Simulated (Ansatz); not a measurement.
Geometry optimisation of C2H7BFNSi, SMILES `C=CB(N)[SiH2]F`.

```yaml
crystal:
  periodic: [false, false, false]
  atoms:
    - {symbol: C, position_ang: [-2.273389, 0.335925, -0.315834]}
    - {symbol: C, position_ang: [-0.981918, 0.613296, -0.606857]}
    - {symbol: B, position_ang: [0.222784, -0.243722, -0.089739]}
    - {symbol: N, position_ang: [0.122335, -1.641847, -0.037428]}
    - {symbol: Si, position_ang: [1.958030, 0.616072, 0.510139]}
    - {symbol: F, position_ang: [1.659336, 1.929160, 1.468502]}
    - {symbol: H, position_ang: [-2.551733, -0.543356, 0.293355]}
    - {symbol: H, position_ang: [-3.109496, 0.977037, -0.644145]}
    - {symbol: H, position_ang: [-0.782113, 1.540821, -1.176544]}
    - {symbol: H, position_ang: [-0.697995, -2.144834, -0.388662]}
    - {symbol: H, position_ang: [0.839649, -2.256757, 0.349630]}
    - {symbol: H, position_ang: [2.785125, 1.114434, -0.652822]}
    - {symbol: H, position_ang: [2.829784, -0.330929, 1.305405]}
basis:
  gaussian: {orbitals: def2-TZVP}
hamiltonian: {xc: pbe0, dispersion: d4}
relax: {f_tol: 0.005, max_steps: 150}
```

```sh
$ ansatz run in.yaml --threads 4 --pin off --events-out ev --progress --plain --max-ram 10444MiB
```

Output, abridged:

```
Functional definition: PBE0
mean field -14942.71424522 eV, -549.1346199762 hartree, gradient 6.0e-5 eV, S^2 0.000000; 0 other end points of the search recorded, 0 dependent functions left out
relax step   1: F+E_penalty+E_count = -14942.94688295 eV  Δ(F+E_penalty+E_count) = +0.000e0 eV  max|allowed force component| = 9.579e-1 eV/Å  Δτ_max = 0.0000 Å  (30 SCF iters, accepted)
mean field -14942.77546323 eV, -549.1368696967 hartree, gradient 2.5e-5 eV, S^2 0.000000; 0 other end points of the search recorded, 0 dependent functions left out
relax step   2: F+E_penalty+E_count = -14943.00903387 eV  Δ(F+E_penalty+E_count) = -6.215e-2 eV  max|allowed force component| = 5.839e-1 eV/Å  Δτ_max = 0.0262 Å  (32 SCF iters, accepted)
mean field -14942.77640102 eV, -549.1369041600 hartree, gradient 2.4e-5 eV, S^2 0.000000; 0 other end points of the search recorded, 0 dependent functions left out
relax step   3: F+E_penalty+E_count = -14943.01076241 eV  Δ(F+E_penalty+E_count) = -1.729e-3 eV  max|allowed force component| = 3.308e-1 eV/Å  Δτ_max = 0.0454 Å  (31 SCF iters, accepted)
mean field -14942.78760892 eV, -549.1373160424 hartree, gradient 2.3e-5 eV, S^2 0.000000; 0 other end points of the search recorded, 0 dependent functions left out
relax step   4: F+E_penalty+E_count = -14943.02181361 eV  Δ(F+E_penalty+E_count) = -1.105e-2 eV  max|allowed force component| = 9.064e-2 eV/Å  Δτ_max = 0.0318 Å  (31 SCF iters, accepted)
mean field -14942.78799316 eV, -549.1373301632 hartree, gradient 2.3e-5 eV, S^2 0.000000; 0 other end points of the search recorded, 0 dependent functions left out
relax step   5: F+E_penalty+E_count = -14943.02220739 eV  Δ(F+E_penalty+E_count) = -3.938e-4 eV  max|allowed force component| = 3.683e-2 eV/Å  Δτ_max = 0.0210 Å  (31 SCF iters, accepted)
mean field -14942.78805991 eV, -549.1373326160 hartree, gradient 2.2e-5 eV, S^2 0.000000; 0 other end points of the search recorded, 0 dependent functions left out
relax step   6: F+E_penalty+E_count = -14943.02222611 eV  Δ(F+E_penalty+E_count) = -1.872e-5 eV  max|allowed force component| = 3.107e-2 eV/Å  Δτ_max = 0.0138 Å  (32 SCF iters, accepted)
mean field -14942.78820716 eV, -549.1373380274 hartree, gradient 2.2e-5 eV, S^2 0.000000; 0 other end points of the search recorded, 0 dependent functions left out
relax step   7: F+E_penalty+E_count = -14943.02236774 eV  Δ(F+E_penalty+E_count) = -1.416e-4 eV  max|allowed force component| = 9.993e-3 eV/Å  Δτ_max = 0.0070 Å  (33 SCF iters, accepted)
mean field -14942.78823952 eV, -549.1373392166 hartree, gradient 2.2e-5 eV, S^2 0.000000; 0 other end points of the search recorded, 0 dependent functions left out
relax step   8: F+E_penalty+E_count = -14943.02238693 eV  Δ(F+E_penalty+E_count) = -1.919e-5 eV  max|allowed force component| = 4.700e-3 eV/Å  Δτ_max = 0.0034 Å  (34 SCF iters, accepted)
mean field -14942.78827990 eV, -549.1373407006 hartree, gradient 2.2e-5 eV, S^2 0.000000; 0 other end points of the search recorded, 0 dependent functions left out
relax step   9: F+E_penalty+E_count = -14943.02239728 eV  Δ(F+E_penalty+E_count) = -1.035e-5 eV  max|allowed force component| = 4.072e-3 eV/Å  Δτ_max = 0.0054 Å  (34 SCF iters, accepted)
mean field -14942.78827990 eV, -549.1373407006 hartree, gradient 2.2e-5 eV, S^2 0.000000; 1 other end points of the search recorded, 0 dependent functions left out
Total energy: -14943.02243220 eV, -549.1459456389 hartree
Atom 0 at    -2.253389     0.337278    -0.302825 Å, force     0.002398     0.000472     0.000981 eV/Å
Atom 1 at    -0.985014     0.601167    -0.619113 Å, force    -0.001388     0.001080    -0.000399 eV/Å
Atom 2 at     0.217163    -0.239887    -0.097210 Å, force     0.002528     0.001362     0.000068 eV/Å
Atom 3 at     0.121581    -1.627268    -0.046905 Å, force    -0.004072    -0.003958     0.000966 eV/Å
Atom 4 at     1.943874     0.616586     0.516798 Å, force     0.001636    -0.000219    -0.002954 eV/Å
Atom 5 at     1.655486     1.890550     1.459911 Å, force    -0.000893     0.001573     0.002158 eV/Å
Atom 6 at    -2.518604    -0.508346     0.327024 Å, force    -0.000885     0.000806    -0.000136 eV/Å
Atom 7 at    -3.077976     0.964495    -0.628210 Å, force     0.000032    -0.001271    -0.000190 eV/Å
Atom 8 at    -0.795687     1.497180    -1.209250 Å, force     0.000265     0.000060     0.000036 eV/Å
Atom 9 at    -0.679305    -2.126114    -0.404214 Å, force     0.002334     0.000902    -0.000152 eV/Å
Atom 10 at     0.830278    -2.227307     0.340206 Å, force     0.000487    -0.000685     0.000016 eV/Å
Atom 11 at     2.766162     1.110599    -0.625571 Å, force    -0.000524    -0.000144     0.000572 eV/Å
Atom 12 at     2.795828    -0.323634     1.304358 Å, force    -0.001918     0.000022    -0.000967 eV/Å
Dipole moment:    -0.243692    -0.597827    -0.212952 e Å
```

It took 47 s on 4 threads of an Arm Neoverse V1 on a shared host, with 0.66 GiB of host memory at the peak.
